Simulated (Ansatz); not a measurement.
This geometry of AlBrCl₂H₂ (6 atoms, charge 0, multiplicity 1) is a first-order saddle point.

Theory: RKS PBE-D4/def2-SVP in Ansatz 0.2.0.

```xyz
6
Properties=species:S:1:pos:R:3
Al 0.012 -0.084 0.044
H 0.014 0.265 1.626
Cl 1.827 0.136 -1.011
Cl -1.825 0.057 -0.987
Br 0.076 -2.591 1.036
H 0.051 -1.316 1.827
```

**Question.** Which two structures does it join? (They come from a converged band through this point; their orientation in space is the band's.)

**Answer.** Bonds broken: Al1–H2, Br5–H6. Bonds formed: H2–H6. AlBrCl2H2 becomes AlBrCl2 + H2.

Initial state:

```xyz
6
Properties=species:S:1:pos:R:3
Al 0.007 0.148 0.004
H 0.003 0.743 1.473
Cl 1.805 0.098 -1.120
Cl -1.802 0.016 -1.096
Br 0.072 -2.493 0.952
H 0.071 -2.044 2.321
```

Final state:

```xyz
6
Properties=species:S:1:pos:R:3
Al 0.026 -0.769 -0.229
H 0.012 0.277 1.802
Cl 1.808 0.222 -0.737
Cl -1.805 0.143 -0.712
Br 0.078 -2.935 0.399
H 0.036 -0.471 2.012
```

**Question.** How far does it lie above each of them?

**Answer.** 0.114 eV above the first and 1.186 eV above the second. This is the barrier of this one path; another mechanism may lie lower. The orbitals stay closed-shell, which can raise the energy where a bond breaks towards radicals; this wasn't checked here.

Time of the run: 52 s on 2 threads of Arm Neoverse V2 (shared host), peak memory 0.14 GiB.
